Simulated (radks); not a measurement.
Task: All-electron atom: Pt+ in [Xe] 4f14 5d8 7p1 (not the ground configuration). Calculated with a radial shooting solver on a logarithmic mesh with Libxc functionals: scalar-relativistic Kohn-Sham, SCAN, spin-polarised, spherical densities, finite nucleus; open shells are filled with parallel spins first (spin-orbit coupling, left out, can overturn this in heavy ions); meta-GGA in the generalised Kohn-Sham scheme; Fermi nuclear charge, rms radius 5.427 fm. Some entries of the table are withheld. Estimate them.

orbital  occ.  eigenvalue (eV)  <1/r> (bohr^-1)  <r^2> (bohr^2)
1s up       1        -78510.67            93.92       0.0004063
1s down     1        -78510.67            93.92       0.0004063
2s up       1        -13834.49            22.04        0.006198
2s down     1        -13834.39            22.04        0.006198
2p up       3        -11989.97            19.67        0.005201
2p down     3        -11989.86            19.67        0.005201
3s up       1        -3275.034            8.174         0.03996
3s down     1        -3274.990            8.174         0.03996
3p up       3        -2734.699            7.470         0.04103
3p down     3        -2734.643            7.470         0.04102
3d up       5        -2147.198            7.027         0.03406
3d down     5        -2147.097            7.027         0.03406
4s up       1        -723.2064            3.489          0.1942
4s down     1        -723.0078            3.489          0.1942
4p up       3        -545.1891            3.158          0.2215
4p down     3        -545.0093            3.158          0.2215
4d up       5        -328.0954            2.826          0.2534
4d down     5        -327.8936            2.826          0.2532
5s up       1        -121.3693            1.409           1.025
5s down     1        -119.7637            1.417           1.015
4f up       7         -87.8948            2.388          0.3253
4f down     7         -87.6297            2.391          0.3235
5p up       3         -75.0087            1.198             (1)
5p down     3         -73.1166            1.204             (2)
5d up       5         -22.7145           0.8430           2.800
5d down     3         -20.9608           0.8374           2.867
7p up       1          -4.1828           0.1676           64.28

Result: 
(1) 5p up <r^2> (bohr^2): 1.373
(2) 5p down <r^2> (bohr^2): 1.365
